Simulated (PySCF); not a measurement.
## Sb¹⁵⁺: ionisation energy

Sb¹⁵⁺ [Kr] → Sb¹⁶⁺ [Ar] 3d10 4s2 4p5 [4p1/2^2 4p3/2^3, M_J = 3/2], as a difference of total energies. All numbers are calculated (PySCF 2.14, the two-component X2C-1e Hamiltonian, in an uncontracted even-tempered set (18 s from 0.75 bohr⁻², ratio 2.8; 14 p from 0.97 bohr⁻², ratio 2.8; 9 d from 1.7 bohr⁻², ratio 2.8; 4 f from 7.1 bohr⁻², ratio 3)). Correlated levels: [Ne] frozen; the 76 highest virtual spinors dropped. "Screened" scales the spin-orbit matrix elements by Boettger's factors to mimic the two-electron term; Breit and QED terms are absent.

| method | ionisation energy (eV) |
| --- | --- |
| GHF (screened spin-orbit) | 419.02 |
| GMP2 (screened spin-orbit) | 420.10 |

Q: How much does correlation contribute at GMP2 (screened spin-orbit)?

A: 420.10 − (419.02) = 1.08 eV, measured against GHF (screened spin-orbit).

Breit and QED terms and the two-electron picture change are absent.

For comparison: 420 ± 3 eV (theoretical estimate listed by NIST; NIST Atomic Spectra Database, ionization energies).
